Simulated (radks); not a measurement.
Spin polarisation of the 4p2 shell in the arsenic ion As+. Start: [Ar] 3d10 4s2 4p(up 1, down 1); electrons of 4p are moved from spin down to spin up, other shells keep equal spins. Method: scalar-relativistic Kohn-Sham, LDA (Slater exchange, Perdew-Wang correlation), spin-polarised, spherical densities, finite nucleus; Fermi nuclear charge, rms radius of each element as measured or else 0.836 A^(1/3) + 0.57 fm; computed with a radial shooting solver on a logarithmic mesh with Libxc functionals.

| moment (Bohr magnetons) | E - E(0) (eV) | e(4p up) (eV) | e(4p down) (eV) | 4s down minus up (eV) |
|---|---|---|---|---|
| 0 | 0.000 | -13.539 | -13.539 | 0.000 |
| 0.5 | -0.048 | -13.720 | -13.337 | 0.391 |
| 1 | -0.192 | -13.882 | -13.111 | 0.785 |
| 1.5 | -0.434 | -14.026 | -12.857 | 1.188 |
| 2 | -0.777 | -14.150 | -12.573 | 1.599 |

At moment 2 the spin-polarisation energy is -0.777 eV and the 4p exchange splitting 1.577 eV, that is 0.789 eV per Bohr magneton; E = -I m^2/4 would give I = 0.777 eV.
